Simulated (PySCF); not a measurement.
**Pd₂Te, triplet: computed properties**

These are results of PySCF, UB3LYP, basis Te def2-TZVP with ECP28, Pd def2-TZVP with ECP28 (scalar-relativistic core potentials, no spin–orbit coupling, density fitting), not measurements.

The structure is a minimum.

| Quantity | Value |
| --- | --- |
| Point group | C2v |
| Bond lengths | Te–Pd 2.457 Å (×2) |
| Bond angles | Pd–Te–Pd 124.7° |
| Dipole moment | 1.48 D |
| Principal quadrupole moments (Buckingham, traceless) about the centre of mass | -7.69, -3.89, 11.58 D Å |
| Atomisation energy without zero-point energy | 381 kJ/mol |
| Heat capacity Cp at 298.15 K | 56.9 J/(mol K) |
| Lowest empty level (β) | -3.93 eV |
| Enthalpy at 298.15 K above 0 K | 15.12 kJ/mol |
| Zero-point energy | 2.6 kJ/mol |
| Principal polarisabilities | 74.7, 86.5, 220.9 bohr³ |
| Entropy at 298.15 K and 1 bar (electronic part: spin only) | 351.6 J/(mol K) |
| Spin squared ⟨S²⟩ | 2.008 |
| Rotational symmetry number | 2 |
| Highest occupied level (β) | -5.44 eV |
| Rotational constants | 0.161, 0.0168, 0.01521 cm⁻¹ |

Harmonic modes (masses in u: Te 129.906, Pd 105.903):
| symmetry | ω (cm⁻¹) | IR (km/mol) | μ (u) | type |
| --- | --- | --- | --- | --- |
| a1 | 35 | 0.7 | 113.66 | bend |
| a1 | 187 | 0.2 | 111.05 | stretch |
| b2 | 218 | 13.3 | 118.16 | stretch |

In C2v the vibrations span 2a1 + b2. Here b1 is antisymmetric to the molecular plane and b2 lies in it.

Charges (e):
```tsv
atom	Mulliken	Löwdin	polar tensor	spin (Mulliken)	Mayer order to Te1
Te1	0.00	0.49	-0.52	1.09	–
Pd2,3	0.00	-0.25	0.26	0.46	1.30
```

Mulliken populations on Te1 (electrons outside its core potential): s 3.91, p 9.93, d 10.12, f 0.04.

Other isomers or separated fragments may lie lower. Open d and f shells are described by one determinant, and the ground state may have another occupation or spin. Spin–orbit coupling, left out here, can matter for elements this heavy.

The final relaxation and frequency run took 70 s on 4 threads of a shared Arm Neoverse V2 host, with 130 basis functions and 12 gradients; the process peaked at 1.2 GiB.
